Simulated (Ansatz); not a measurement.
Species: C3H9B, SMILES `CB(C)C` (charge 0, multiplicity 1).

Problem. Give a relaxed geometry from PBE0-D3(BJ)/def2-TZVP in Ansatz (a first-principles code).

Solution. the end point of this relaxation (outside a Z-matrix the atoms follow the SMILES, hydrogens last).
Bonds (Å): C1–B2 1.569, C1–H5 1.098, C1–H6 1.092, C1–H7 1.096, B2–C3 1.568, B2–C4 1.569, C3–H8 1.095, C3–H9 1.092, C3–H10 1.099, C4–H11 1.098, C4–H12 1.092, C4–H13 1.096. Bond angles (°): B2–C1–H5 108.5, B2–C1–H6 115.4, B2–C1–H7 110.8, H5–C1–H6 107.9, H5–C1–H7 104.8, H6–C1–H7 108.9, C1–B2–C3 120.1, C1–B2–C4 120.0, C3–B2–C4 119.8, B2–C3–H8 111.7, B2–C3–H9 115.3, B2–C3–H10 107.6, H8–C3–H9 109.2, H8–C3–H10 104.9, H9–C3–H10 107.5, B2–C4–H11 108.5, B2–C4–H12 115.4, B2–C4–H13 110.8, H11–C4–H12 108.0, H11–C4–H13 104.8, H12–C4–H13 108.8.
